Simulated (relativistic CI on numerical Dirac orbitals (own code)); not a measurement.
Radial Dirac CI calculation of Cl9+.

Command:

```sh
python run_levels.py task.json out
```

Input:

```
atom Cl  Z=17  charge=9  electrons=8
nucleus A=35  rms_radius_fm=3.3654
hamiltonian dirac-coulomb  breit=on  qed=on  c_scale=1
orbitals kli  potential=per-configuration
slater_scale 1
correlation none
mixing on
grid step=0.0125 r_max=9.5
scf mixing=0.4 start=thomas-fermi max_iterations=150 tolerance=2e-08 node_fill=0.05
configurations
  [He] 2s2 2p4
end
```

Output:

```
SCF 1: [He] 2s2 2p4
 iter      energy (Ha)   residual   last orbital (Ha)
    1      -413.419072   1.80e+00    -13.00110
    2      -417.186455   8.99e-01    -14.81027
    3      -418.607997   2.24e-02    -17.04349
    4      -418.609228   8.42e-03    -17.05025
    5      -418.609180   5.25e-04    -17.01444
    6      -418.609182   1.29e-04    -17.01635
    7      -418.609183   5.73e-06    -17.01694
    8      -418.609183   1.75e-08    -17.01697
orbital energies (Ha): 1s -112.7044  2s -19.0510  2p1/2 -17.0906  2p3/2 -17.0170
configuration averages (Ha): Dirac-Coulomb, Breit, QED
  2p4                           -418.609183    0.095967    0.071439
levels: no., configuration, term, J, E (cm-1), weight
   1 2p4                    3P   2                0.0  0.99
   2 2p4                    3P   1            10788.0  1.00
   3 2p4                    3P   0            14298.5  0.99
   4 2p4                    1D   2            66873.7  0.99
   5 2p4                    1S   0           159014.4  0.99
lowest total energy -418.605821 Ha
end: converged
```

Against the reference input this run has: start potential thomas-fermi. The reference run ends at -418.605821 Ha with Breit and QED terms. The change (start potential thomas-fermi) leaves the energy and the levels as they were.
